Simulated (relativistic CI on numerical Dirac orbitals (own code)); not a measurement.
**Slater's F² for P II from its measured terms**

Problem. The ground configuration 3s2 3p2 of P II has the measured levels 3P: 0.0 (J = 0), 164.9 (J = 1), 469.1 (J = 2); 1D: 8882.3 (J = 2); 1S: 21575.6 (J = 0) cm⁻¹ (NIST Handbook of Basic Atomic Spectroscopic Data (Sansonetti and Martin, J. Phys. Chem. Ref. Data 34, 1559 (2005))). Test the one-configuration theory of p2 and extract F²(3p,3p).

Working.
1. Centres of gravity, weighted by 2J + 1: 3P 315.6, 1D 8882.3, 1S 21575.6 cm⁻¹. To first order spin-orbit coupling drops out of them.
2. Slater-Condon theory gives 1D − 3P = 6F²/25 and 1S − 1D = 9F²/25, so the ratio of the upper interval to the lower is 9/6 = 1.500, whatever F².
3. Measured intervals: 8566.7 and 12693.3 cm⁻¹, ratio 1.482.
4. F² from the lower interval is 35695 and from the upper 35259 cm⁻¹.

Check. The radial integral calculated for this configuration (Dirac-KLI orbitals, unscaled) is F² = 46560 cm⁻¹; the two empirical values are 77 % and 76 % of it. The ratio is close to the theoretical one, partly by a balance of effects: correlation narrows both intervals.
